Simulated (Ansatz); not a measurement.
`CNB(C)O` → `BNC(C)O`  (isomerisation)

Gas-phase electronic energies from Ansatz, PBE0-D4/def2-TZVP geometries. CBS: MP2 limit from def2 TZ/QZ plus the TZ coupled-cluster correction, frozen cores. DFT in def2-TZVPP. B3LYP here is the variant with VWN-RPA as its local correlation; programs differ in this. One conformer a species, not always the lowest.

Problem. Is it downhill or uphill in electronic energy at CCSD(T)/CBS, and by how much? (Estimate.)

Solution. The calculation gave: Uphill: ΔE = +45.2 kcal/mol.

Problem. What do these levels give: PBE0-D4, B3LYP-D4, ωB97X-V, PBE, r2SCAN, B3LYP, HF/def2-TZVPP, HF/def2-QZVPP, MP2/def2-QZVPP, SCS-MP2/def2-QZVPP, MP2/CBS(def2), CCSD/CBS(def2)? (Estimate.)

Solution. Ansatz gave: PBE0-D4 45.5, B3LYP-D4 45.5, ωB97X-V 44.0, PBE 44.9, r2SCAN 46.2, B3LYP 45.7, HF/def2-TZVPP 45.3, HF/def2-QZVPP 45.4, MP2/def2-QZVPP 46.0, SCS-MP2/def2-QZVPP 45.0, MP2/CBS(def2) 46.2, CCSD/CBS(def2) 45.6 kcal/mol.

Largest T1 diagnostic among the species: 0.012.

From PBE to PBE0 (25 % exact exchange), in def2-TZVPP and without D4, ΔE moves by +0.7 kcal/mol.
